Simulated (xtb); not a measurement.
xtb input (GFN2-xTB):

```bash
xtb mol.xyz --gfn 2 --ohess tight --chrg 1 --uhf 0
```
mol.xyz:
```
13

B     -0.03517640     0.61563405     0.20967499
O      0.90825331    -0.04151899    -0.69881098
C      1.99732933    -0.45561301     0.04681654
O     -1.09146640    -0.12903192     0.95203377
C     -2.26890998    -0.14980292     0.10880788
H     -0.00896068     1.82975509     0.46536615
H      2.53523216     0.43963239     0.47629357
H      2.75487448    -0.89976844    -0.61433344
H      1.75261869    -1.18659655     0.83745120
H     -2.05518862    -0.65274706    -0.86969505
H     -2.98807879    -0.76983456     0.61565561
H     -2.68605802     0.83127186    -0.01472278
H      1.03410507     0.47136154    -1.53043727
```

Output:

```
           -------------------------------------------------
          |                Calculation Setup                |
           -------------------------------------------------

           -------------------------------------------------
          |                 G F N 2 - x T B                 |
           -------------------------------------------------

        Reference                      10.1021/acs.jctc.8b01176
      * Hamiltonian:
        H0-scaling (s, p, d)           1.850000    2.230000    2.230000
        zeta-weighting                 0.500000
      * Dispersion:
        s8                             2.700000
        a1                             0.520000
        a2                             5.000000
        s9                             5.000000
      * Repulsion:
        kExp                           1.500000    1.000000
        rExp                           1.000000
      * Coulomb:
        alpha                          2.000000
        third order                    shell-resolved
        anisotropic                    true
        a3                             3.000000
        a5                             4.000000
        cn-shift                       1.200000
        cn-exp                         4.000000
        max-rad                        5.000000

          ...................................................
          :                      SETUP                      :
          :.................................................:
          :  # basis functions                  28          :
          :  # atomic orbitals                  28          :
          :  # shells                           18          :
          :  # electrons                        30          :
          :  max. iterations                   250          :
          :  Hamiltonian                  GFN2-xTB          :
          :  restarted?                      false          :
          :  GBSA solvation                  false          :
          :  PC potential                    false          :
          :  electronic temp.          300.0000000     K    :
          :  accuracy                    1.0000000          :
          :  -> integral cutoff          0.2500000E+02      :
          :  -> integral neglect         0.1000000E-07      :
          :  -> SCF convergence          0.1000000E-05 Eh   :
          :  -> wf. convergence          0.1000000E-03 e    :
          :  Broyden damping             0.4000000          :
          :  net charge                          1          :
          :  unpaired electrons                  0          :
          ...................................................

 iter      E             dE          RMSdq      gap      omega  full diag
   1    -17.2059531 -0.172060E+02  0.761E+00    5.46       0.0  T
   2    -17.3727914 -0.166838E+00  0.504E+00    1.61       1.0  T
   3    -17.3749245 -0.213309E-02  0.236E+00    3.43       1.0  T
   4    -17.3895566 -0.146321E-01  0.678E-01    2.21       1.0  T
   5    -17.3944380 -0.488142E-02  0.299E-01    2.80       1.0  T
   6    -17.3953002 -0.862225E-03  0.684E-02    2.57       1.0  T
[...]

   Z      Z             #   av. dist./Å        max./Å        min./Å
   1 H    5 B           1     1.1625856     1.1625856     1.1625856
   1 H    6 C           6     1.0900446     1.0916061     1.0871162
   1 H    8 O           1     0.9710997     0.9710997     0.9710997
   5 B    8 O           2     1.3685874     1.4551491     1.2820257
   6 C    8 O           2     1.4320206     1.4429620     1.4210791

           -------------------------------------------------
          |               Frequency Printout                |
           -------------------------------------------------
 projected vibrational frequencies (cm⁻¹)
eigval :       -0.00    -0.00    -0.00    -0.00     0.00     0.00
eigval :        9.08    41.81   110.82   132.67   288.89   329.15
eigval :      410.77   491.27   756.70   761.40   917.16   997.31
eigval :     1006.10  1071.13  1101.93  1106.34  1127.30  1234.75
eigval :     1381.10  1393.28  1426.01  1427.88  1435.78  1460.41
eigval :     1493.61  2726.51  2981.40  2990.25  3024.00  3024.96
eigval :     3028.33  3070.78  3361.83
 reduced masses (amu)
   1: 11.42   2: 11.01   3: 11.19   4: 12.33   5:  9.83   6: 10.06   7:  5.57   8:  3.81
   9:  6.35  10:  9.17  11: 10.89  12:  7.31  13:  5.25  14: 12.82  15:  4.67  16: 10.28
  17:  8.88  18:  7.89  19:  7.51  20:  4.15  21:  3.39  22:  3.84  23:  3.87  24:  5.27
  25:  3.11  26:  2.23  27:  1.59  28:  1.54  29:  1.67  30:  1.54  31: 12.10  32:  1.89
  33:  1.63  34:  1.86  35:  1.68  36:  1.45  37:  1.98  38:  1.80  39:  1.86
 IR intensities (km·mol⁻¹)
   1:  0.16   2:  4.57   3: 14.71   4: 13.11   5:  5.31   6: 22.34   7:  2.66   8:  1.15
   9:  0.69  10:  0.36  11:  5.95  12: 18.13  13:224.07  14: 11.35  15: 43.27  16:203.20
  17: 16.35  18: 66.61  19:  8.81  20: 98.30  21:  0.01  22:  0.45  23:  0.77  24:113.52
  25: 46.89  26: 13.48  27: 25.87  28: 30.36  29:  2.99  30: 25.36  31:382.13  32: 18.09
Molecule has no symmetry elements
It seems to be the C1 point group
  33: 11.29  34:  4.17  35:  1.80  36:  0.66  37:  0.49  38:  3.30  39: 59.19
 Raman intensities (Ä⁴*amu⁻¹)
   1:  0.00   2:  0.00   3:  0.00   4:  0.00   5:  0.00   6:  0.00   7:  0.00   8:  0.00
   9:  0.00  10:  0.00  11:  0.00  12:  0.00  13:  0.00  14:  0.00  15:  0.00  16:  0.00
  17:  0.00  18:  0.00  19:  0.00  20:  0.00  21:  0.00  22:  0.00  23:  0.00  24:  0.00
  25:  0.00  26:  0.00  27:  0.00  28:  0.00  29:  0.00  30:  0.00  31:  0.00  32:  0.00
  33:  0.00  34:  0.00  35:  0.00  36:  0.00  37:  0.00  38:  0.00  39:  0.00
 output can be read by thermo (or use thermo option).
 writing <g98.out> molden fake output.
 recommended (thermochemical) frequency scaling factor: 1.0
           -------------------------------------------------
          |             Thermodynamic Functions             |
           -------------------------------------------------

c1  symmetry found (for desy threshold:  0.10E+00) used in thermo

          ...................................................
          :                      SETUP                      :
          :.................................................:
          :  # frequencies                          33      :
          :  # imaginary freq.                       0      :
          :  linear?                             false      :
          :  only rotor calc.                    false      :
          :  symmetry                               c1      :
          :  rotational number                       1      :
          :  scaling factor                  1.0000000      :
          :  rotor cutoff                   50.0000000 cm⁻¹ :
          :  imag. cutoff                  -20.0000000 cm⁻¹ :
          :.................................................:

    mode    ω/cm⁻¹     T·S(HO)/kcal·mol⁻¹    T·S(FR)/kcal·mol⁻¹   T·S(vib)
   ------------------------------------------------------------------------
       1      9.08    -2.44591 (  0.11%)    -1.55852 ( 99.89%)    -1.55948
       2     41.81    -1.54183 ( 32.84%)    -1.10876 ( 67.16%)    -1.25099
       3    110.82    -0.97033 ( 96.02%)    -0.82048 (  3.98%)    -0.96436
       4    132.67    -0.86673 ( 98.02%)    -0.76723 (  1.98%)    -0.86476
       5    288.89    -0.44139 ( 99.91%)    -0.53682 (  0.09%)    -0.44147
   ------------------------------------------------------------------------

   temp. (K)  partition function   enthalpy   heat capacity  entropy
                                   cal/mol     cal/K/mol   cal/K/mol   J/K/mol
 298.15  VIB  0.156E+04             3124.421     16.785     21.110
         ROT  0.923E+05              888.752      2.981     25.702
         INT  0.144E+09             4013.173     19.766     46.812
         TR   0.627E+27             1481.254      4.968     38.839
         TOT                        5494.4271    24.7343    85.6505   358.3617

       T/K    H(0)-H(T)+PV         H(T)/Eh          T*S/Eh         G(T)/Eh
   ------------------------------------------------------------------------
    298.15    0.875593E-02    0.113827E+00    0.406953E-01    0.731313E-01
   ------------------------------------------------------------------------

         :::::::::::::::::::::::::::::::::::::::::::::::::::::
         ::                  THERMODYNAMIC                  ::
         :::::::::::::::::::::::::::::::::::::::::::::::::::::
         :: total free energy         -17.264330169753 Eh   ::
         ::.................................................::
         :: total energy              -17.337461510453 Eh   ::
         :: zero point energy           0.105070731879 Eh   ::
         :: G(RRHO) w/o ZPVE           -0.031939391180 Eh   ::
         :: G(RRHO) contrib.            0.073131340699 Eh   ::
         :::::::::::::::::::::::::::::::::::::::::::::::::::::

optimized geometry written to: xtbopt.xyz

           -------------------------------------------------
          | TOTAL ENERGY              -17.337461510453 Eh   |
          | TOTAL ENTHALPY            -17.223634851610 Eh   |
          | TOTAL FREE ENERGY         -17.264330169753 Eh   |
Note: The following floating-point exceptions are signalling: IEEE_UNDERFLOW_FLAG IEEE_DENORMAL
normal termination of xtb
          | GRADIENT NORM               0.000285953981 Eh/α |
          | HOMO-LUMO GAP               6.425339344779 eV   |
           -------------------------------------------------

------------------------------------------------------------------------
------------------------------------------------------------------------
 total:
 SCF:
 ANC optimizer:
 analytical hessian:
```

It need not be the lowest isomer of its formula.
